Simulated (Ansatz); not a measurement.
Stepwise reaction of `ClB(Br)Br` with hydrogen sulfide, as a gas-phase model of exchange steps in deposition or etching. ΔE in kJ/mol; ΔG adds harmonic PBE0-D4 terms to CCSD(T)/CBS, at 1 bar.

Isolated molecules relaxed with PBE0-D4/def2-TZVP in Ansatz; ΔE leaves out vibrations. CCSD(T)/CBS is the MP2 limit (def2-TZVPP, def2-QZVPP) plus CCSD(T) − MP2 in def2-TZVPP, frozen cores. This one scheme is used for every species. DFT in def2-TZVPP. B3LYP here is the variant with VWN-RPA as its local correlation; programs differ in this. For Br outer-core shells are correlated without core-valence functions, which leaves a few kJ/mol of doubt a bond. Scalar relativity is left out up to krypton. Each species was taken in one conformer, which may not be the lowest.

```
step                            reaction  PBE-D4  B3LYP-D4  ωB97M-V  CCSD(T)/CBS  ΔG(600 K)
   2  `SB(Cl)Br` + H₂S → `SB(S)Cl` + HBr    -0.4       1.1      2.6          4.4       10.2
```

(1) Give the row of step 1, `ClB(Br)Br` + H₂S → `SB(Cl)Br` + HBr. (Estimate.)

(2) By hand: ΔE of the 2 steps together at CCSD(T)/CBS.

Results:

(1) Ansatz gave: 
```json
{"step": "1", "reaction": "`ClB(Br)Br` + H₂S → `SB(Cl)Br` + HBr", "PBE-D4": "-8.6", "B3LYP-D4": "-7.4", "ωB97M-V": "-6.1", "CCSD(T)/CBS": "-4.2", "ΔG(600 K)": "-0.3"}
```

(2) (-4.2) + (4.4) = 0.2 kJ/mol, or 0.1 kJ/mol a step.

In ΔE each step is higher than the one before. ΔG lies between -0.3 and 10.2 kJ/mol a step. PBE-D4 differs from CCSD(T)/CBS by -4.8 to -4.4 kJ/mol a step. Isolated molecules leave out the surface, adducts and barriers. Largest T1 diagnostic: 0.013.
